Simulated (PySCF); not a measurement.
CH8O2Si3, SMILES C(=O)O[SiH2][SiH2][SiH3].

Geometry optimised at TPSSh-D3(BJ)/def2-SVP. The structure was generated by enumeration, and PubChem lists no compound with its InChIKey, so it may never have been made. The values are those of a single conformer.

Method: TDA-PBE/def2-SVPD run with PySCF.

Vertical excitations. The molecule is in vacuum.

Computed UV-visible absorptions:
| state | energy (eV) | λ (nm) | f | main pairs |
|---|---|---|---|---|
| S1 | 5.14 | 241 | 0.002 | HOMO→LUMO 98 % |
| S2 | 5.41 | 229 | 0.009 | HOMO−1→LUMO 96 % |
| S3 | 5.64 | 220 | 0.006 | HOMO→LUMO+1 94 % |
| S4 | 5.81 | 214 | 0.002 | HOMO−2→LUMO 58 %, HOMO−1→LUMO+1 36 % |
| S5 | 5.95 | 208 | 0.034 | HOMO−1→LUMO+1 50 %, HOMO−2→LUMO 36 % |
| S6 | 6.22 | 199 | 0.012 | HOMO−1→LUMO+2 61 %, HOMO→LUMO+2 29 % |
| T1 | 4.90 | 253 | 0 | HOMO−1→LUMO 70 %, HOMO→LUMO 27 % |
| T2 | 5.02 | 247 | 0 | HOMO→LUMO 68 %, HOMO−1→LUMO 27 % |
Triplets are in the Tamm–Dancoff approximation.
